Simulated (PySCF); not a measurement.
Gas-phase reaction: SnF4 + HF ⇌ SnHF3 + 2 F

Method: PySCF energies plus ideal-gas RRHO corrections (1 bar). † marks an energy on the PBE0/def2-TZVP geometry and frequencies; other levels use their own. MP2 and CCSD(T) freeze the core. Open shells (unrestricted): F (multiplicity 2, electronic degeneracy 6); the rest are closed-shell singlets. Spin-orbit splitting is ignored; it lowers the true energy and changes the entropy of F. Sn: scalar-relativistic def2 core potential, no spin-orbit coupling. SnHF3: computed as isolated molecules; such fragments, hydroxides, amides, oligomers or adducts are transient or little studied in the gas. MP2 isn't extrapolated to the basis-set limit; its ΔH°(298 K) is 690.6 kJ in def2-SVP and 745.0 kJ in def2-TZVPP. CCSD(T) isn't extrapolated to the basis-set limit; its ΔH°(298 K) is 633.0 kJ in def2-SVP and 686.4 kJ in def2-TZVPP. The harmonic model lacks anharmonicity and excited electronic states, which grow with temperature; levels with a mode under 35 cm⁻¹ are left out.

ΔH° and ΔS° at 298 K: CCSD(T)/def2-TZVPP† 686 kJ, 135 J/K; MP2/def2-SVP† 691 kJ, 135 J/K; PBE/def2-SVP 704 kJ, 133 J/K.

**Question.** With the heat capacities included, give log10 K (1 bar) at 800, 1000, 1200, 1800, 2500 K from CCSD(T)/def2-TZVPP†, MP2/def2-SVP†, PBE/def2-SVP.

**Answer.** 
| T (K) | CCSD(T)/def2-TZVPP† | MP2/def2-SVP† | PBE/def2-SVP |
|---|---|---|---|
| 800 | -37.7 | -37.9 | -38.9 |
| 1000 | -28.7 | -28.9 | -29.7 |
| 1200 | -22.6 | -22.8 | -23.5 |
| 1800 | -12.6 | -12.7 | -13.2 |
| 2500 | -6.9 | -7.0 | -7.4 |
